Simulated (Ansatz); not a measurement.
Input file for Ansatz (a quantum-chemistry and plane-wave program): U-CCSD(T)/def2-SVP on CdFHSe (SMILES [F][Cd][SeH]), a point of a bond scan (R = 2.210 Å). Elements past Kr take the def2 small-core potentials; no spin–orbit coupling. The run froze 19 orbitals, filled d shells among them.

Ansatz 0.2 input:
```yaml
crystal:
  periodic: [false, false, false]
  atoms:
    - {symbol: Cd, position_ang: [0.41821029, -0.53976024, 0.29032552]}
    - {symbol: F, position_ang: [1.52317107, -1.95748803, 1.06506280]}
    - {symbol: Se, position_ang: [-0.97100683, 1.21879749, -0.70555416]}
    - {symbol: H, position_ang: [-0.66709819, 2.52075508, 1.05425355]}
basis:
  gaussian:
    orbitals: def2-SVP
correlation: {method: ccsd_t, electrons: outside_noble_gas}
scf: {omitted_lower_state_checks: [cluster_reference]}
magnetization: {spin_polarized: true, initial_magnetization: 0}
```

Question: What total energy does the run end on?

Answer: -2666.8959 hartree (reference determinant -2666.2891, T1 diagnostic 0.054). Its determinant has ⟨S²⟩ = 0.60, a mixture of spin states.

Question: How many basis functions does it have, and what does it roughly cost on one machine?

Answer: 82 functions; roughly 14 core-seconds.
